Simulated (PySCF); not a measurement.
C3H9N, charge +1, doublet, at a GFN2-xTB geometry (a state made from the parent by changing its charge; the spin is typed, not shown lowest), with bond 13-4 at 1.3 times its length; R2SCAN/3-21G (PySCF).

Here is a job for PySCF.
```python
from pyscf import gto, scf, dft

mol = gto.M(
    atom='''
C    -1.877613   -0.029676    0.298866
C    -0.545275   -0.430394   -0.287759
N     0.539405    0.313721    0.195587
C     1.874214    0.141782   -0.208225
H    -2.110709    1.010665    0.076320
H    -2.668594   -0.647689   -0.115881
H    -1.887195   -0.151160    1.381092
H    -0.356561   -1.507756   -0.113931
H    -0.572036   -0.364167   -1.392474
H     0.347059    1.030119    0.889153
H     2.281861    1.078881   -0.613592
H     1.966553   -0.648446   -0.951828
H     2.708308   -0.155330    0.913622
''',
    basis='3-21g',
    charge=1,
    spin=1,
    verbose=4,
)

mf = dft.UKS(mol)
mf.xc = 'r2scan'
mf.diis = False
mf.max_cycle = 100
mf.kernel()
```

Output, abridged:

```
PySCF version 2.14.0

[INPUT] verbose = 4
[INPUT] num. atoms = 13
[INPUT] num. electrons = 33
[INPUT] charge = 1
[INPUT] spin (= nelec alpha-beta = 2S) = 1
[INPUT] symmetry False subgroup None
[INPUT] Mole.unit = angstrom
[INPUT] Symbol           X                Y                Z      unit          X                Y                Z       unit  Magmom
[...]
nuclear repulsion = 133.045591748485
number of shells = 38
number of NR pGTOs = 87
number of NR cGTOs = 54
basis = 3-21g
ecp = {}

******** <class 'pyscf.dft.uks.UKS'> ********
method = UKS
initial guess = minao
damping factor = 0
level_shift factor = 0
DIIS disabled
SCF conv_tol = 1e-09
SCF conv_tol_grad = None
SCF max_cycles = 100
direct_scf = True
direct_scf_tol = 1e-13
number electrons alpha = 17  beta = 16
XC library pyscf.dft.libxc version 7.1.2
    S. Lehtola, C. Steigemann, M. J. T. Oliveira, and M. A. L. Marques,  SoftwareX 7, 1–5 (2018)
XC functionals = r2scan
    J. W. Furness, A. D. Kaplan, J. Ning, J. P. Perdew, and J. Sun,  J. Phys. Chem. Lett. 11, 8208–8215 (2020)
    J. W. Furness, A. D. Kaplan, J. Ning, J. P. Perdew, and J. Sun,  J. Phys. Chem. Lett. 11, 9248–9248 (2020)
    J. W. Furness, A. D. Kaplan, J. Ning, J. P. Perdew, and J. Sun,  J. Phys. Chem. Lett. 11, 8208–8215 (2020)
    J. W. Furness, A. D. Kaplan, J. Ning, J. P. Perdew, and J. Sun,  J. Phys. Chem. Lett. 11, 9248–9248 (2020)
radial grids:
    Treutler-Ahlrichs [JCP 102, 346 (1995); DOI:10.1063/1.469408] (M4) radial grids

becke partition: Becke, JCP 88, 2547 (1988); DOI:10.1063/1.454033
pruning grids: <function nwchem_prune>
grids dens level: 3
symmetrized grids: False
atomic radii adjust function: <function treutler_atomic_radii_adjust>
small_rho_cutoff = 0
Set gradient conv threshold to 3.16228e-05
tot grids = 144528
init E= -173.361239556682

cycle= 1 E= -173.066486442527  delta_E= 0.295  |g|= 0.226  |ddm|= 2.15
cycle= 2 E= -173.022740530983  delta_E= 0.0437  |g|= 0.374  |ddm|= 0.714
cycle= 3 E= -172.923616062699  delta_E= 0.0991  |g|= 0.597  |ddm|= 0.955
cycle= 4 E= -172.259031738947  delta_E= 0.665  |g|= 1.24  |ddm|= 1.62
cycle= 5 E= -169.860364035798  delta_E=  2.4  |g|=  2.1  |ddm|= 5.13

cycle= 6 E= -154.282309325364  delta_E= 15.6  |g|= 4.49  |ddm|= 7.67
cycle= 7 E= -104.684554656145  delta_E= 49.6  |g|= 4.86  |ddm|= 27.1
cycle= 8 E= -120.29116094876  delta_E= -15.6  |g|= 5.62  |ddm|= 27.8
cycle= 9 E= -113.588218823355  delta_E=  6.7  |g|= 4.77  |ddm|= 16.5
[...]

cycle= 68 E= -118.703254843905  delta_E= -1.86  |g|= 5.01  |ddm|= 16.1
cycle= 69 E= -116.847302057941  delta_E= 1.86  |g|= 4.73  |ddm|= 16.1

cycle= 70 E= -118.703254843905  delta_E= -1.86  |g|= 5.01  |ddm|= 16.1
cycle= 71 E= -116.847302057941  delta_E= 1.86  |g|= 4.73  |ddm|= 16.1

cycle= 72 E= -118.703254843904  delta_E= -1.86  |g|= 5.01  |ddm|= 16.1
cycle= 73 E= -116.847302057941  delta_E= 1.86  |g|= 4.73  |ddm|= 16.1

cycle= 74 E= -118.703254843905  delta_E= -1.86  |g|= 5.01  |ddm|= 16.1
cycle= 75 E= -116.847302057941  delta_E= 1.86  |g|= 4.73  |ddm|= 16.1

cycle= 76 E= -118.703254843905  delta_E= -1.86  |g|= 5.01  |ddm|= 16.1
cycle= 77 E= -116.847302057941  delta_E= 1.86  |g|= 4.73  |ddm|= 16.1

cycle= 78 E= -118.703254843904  delta_E= -1.86  |g|= 5.01  |ddm|= 16.1
cycle= 79 E= -116.847302057941  delta_E= 1.86  |g|= 4.73  |ddm|= 16.1

cycle= 80 E= -118.703254843905  delta_E= -1.86  |g|= 5.01  |ddm|= 16.1
cycle= 81 E= -116.847302057942  delta_E= 1.86  |g|= 4.73  |ddm|= 16.1

cycle= 82 E= -118.703254843904  delta_E= -1.86  |g|= 5.01  |ddm|= 16.1
cycle= 83 E= -116.847302057942  delta_E= 1.86  |g|= 4.73  |ddm|= 16.1

cycle= 84 E= -118.703254843905  delta_E= -1.86  |g|= 5.01  |ddm|= 16.1
cycle= 85 E= -116.847302057941  delta_E= 1.86  |g|= 4.73  |ddm|= 16.1

cycle= 86 E= -118.703254843905  delta_E= -1.86  |g|= 5.01  |ddm|= 16.1
cycle= 87 E= -116.847302057942  delta_E= 1.86  |g|= 4.73  |ddm|= 16.1

cycle= 88 E= -118.703254843905  delta_E= -1.86  |g|= 5.01  |ddm|= 16.1
cycle= 89 E= -116.847302057941  delta_E= 1.86  |g|= 4.73  |ddm|= 16.1

cycle= 90 E= -118.703254843905  delta_E= -1.86  |g|= 5.01  |ddm|= 16.1
cycle= 91 E= -116.847302057942  delta_E= 1.86  |g|= 4.73  |ddm|= 16.1

cycle= 92 E= -118.703254843904  delta_E= -1.86  |g|= 5.01  |ddm|= 16.1
cycle= 93 E= -116.847302057942  delta_E= 1.86  |g|= 4.73  |ddm|= 16.1

cycle= 94 E= -118.703254843905  delta_E= -1.86  |g|= 5.01  |ddm|= 16.1
cycle= 95 E= -116.847302057942  delta_E= 1.86  |g|= 4.73  |ddm|= 16.1

cycle= 96 E= -118.703254843905  delta_E= -1.86  |g|= 5.01  |ddm|= 16.1
cycle= 97 E= -116.847302057941  delta_E= 1.86  |g|= 4.73  |ddm|= 16.1

cycle= 98 E= -118.703254843905  delta_E= -1.86  |g|= 5.01  |ddm|= 16.1
cycle= 99 E= -116.847302057941  delta_E= 1.86  |g|= 4.73  |ddm|= 16.1

cycle= 100 E= -118.703254843904  delta_E= -1.86  |g|= 5.01  |ddm|= 16.1
SCF not converged.
SCF energy = -118.703254843904 after 100 cycles  <S^2> = 0.7500016  2S+1 = 2.0000016
```

Convergence was not reached.
